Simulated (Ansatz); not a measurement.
input.yaml

```yaml
crystal:
  periodic: [false, false, false]
  atoms:
    - { symbol: Al, position_ang: [-0.007059, 0.175075, 0.155108] }
    - { symbol: "N", position_ang: [0.034902, 0.139727, 2.024629] }
    - { symbol: H, position_ang: [-0.809224, 0.243229, 2.573961] }
    - { symbol: H, position_ang: [0.836116, 0.49743, 2.529038] }
    - { symbol: Cl, position_ang: [1.818594, 0.538807, -0.808214] }
    - { symbol: H, position_ang: [-1.362389, -0.016477, -0.616341] }
    - { symbol: Cl, position_ang: [0.50279, -3.099294, 1.031809] }
    - { symbol: H, position_ang: [0.384669, -2.078398, 1.88901] }
basis:
  gaussian: { orbitals: "6-31G*" }
hamiltonian:
  xc: pbe0
  dispersion: d4
relax:
  f_tol: 0.03
  max_steps: 50
output:
  orbitals: {}
```

Launched with:

```bash
$ ansatz run input.yaml --threads 1 --pin off --max-ram 2048MiB --backend cpu --events-out ev --progress --plain --runs-dir out
```

Hardware: 1 thread of Arm Neoverse V1, with other jobs on the host.

**Question.** Roughly how long does this run take, and how much memory?

**Answer.** 120 s, with a peak of 0.17 GiB, for 30 ionic steps.
